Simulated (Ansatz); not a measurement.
Reaction (cleavage of the Al–B bond): `[BH2][AlH][O]C` + H–F → `C[O][AlH][F]` + BH₃

Isolated molecules relaxed with PBE0-D4/def2-TZVP in Ansatz; ΔE leaves out vibrations. CCSD(T)/CBS adds triple-zeta CCSD(T) − MP2 to the extrapolated MP2 energy (def2 sets, frozen cores). This one scheme is used for every species. DFT in def2-TZVPP. B3LYP here is the variant with VWN-RPA as its local correlation; programs differ in this. HSE06 is defined as in plane-wave codes. One conformer a species, not always the lowest.

```tsv
level	ΔE (kcal/mol)	difference from CCSD(T)/CBS
LDA (SPW92)	-48.2	4.3
PBE-D4	-48.5	4.0
revPBE-D4	-48.3	4.2
BLYP-D4	-53.1	-0.6
r2SCAN-D4	-53.3	-0.8
B97M-V	-53.5	-1.0
PBE0-D4	-49.4	3.1
B3LYP-D4	-53.7	-1.2
r2SCAN0-D4	-53.2	-0.7
HSE06-D4	-49.3	3.2
BHLYP-D4	-55.2	-2.7
CAM-B3LYP-D4	-55.0	-2.5
ωB97X-V	-52.9	-0.4
ωB97M-V	-53.6	-1.1
B2PLYP	-55.2	-2.7
PBE-QIDH	-52.3	0.2
PBE	-49.0	3.5
revPBE	-49.0	3.5
r2SCAN	-53.5	-1.0
PBE0	-49.9	2.6
B3LYP	-54.5	-2.0
r2SCANh	-53.4	-0.9
r2SCAN0	-53.4	-0.9
BHLYP	-56.1	-3.6
CAM-B3LYP	-55.6	-3.1
LC-ωPBE	-52.2	0.3
HF/def2-SVP	-56.9	-4.4
MP2/def2-SVP	-56.2	-3.7
CCSD/def2-SVP	-54.0	-1.5
CCSD(T)/def2-SVP	-53.6	-1.1
HF/def2-TZVPP	-57.6	-5.1
MP2/def2-TZVPP	-55.0	-2.5
SCS-MP2/def2-TZVPP	-55.5	-3.0
CCSD/def2-TZVPP	-53.1	-0.6
HF/def2-QZVPP	-58.1	-5.6
MP2/def2-QZVPP	-55.1	-2.6
SCS-MP2/def2-QZVPP	-55.6	-3.1
HF/CBS(def2)	-58.2	-5.7
MP2/CBS(def2)	-54.9	-2.4
CCSD/CBS(def2)	-53.1	-0.6
CCSD(T)/CBS	-52.5	0
```

Largest T1 diagnostic among the species: 0.013.

From PBE to PBE0 (25 % exact exchange), in def2-TZVPP and without D4, ΔE moves by −0.9 kcal/mol. The D4 term adds +0.8 kcal/mol with B3LYP and +0.5 kcal/mol with PBE0; it sums over pairs of atoms, weighted by their polarisabilities, and B3LYP, whose exchange is more repulsive, gets the larger term. At CCSD(T), def2-SVP lies −1.1 kcal/mol from the extrapolated value and def2-TZVPP −0.0 kcal/mol.
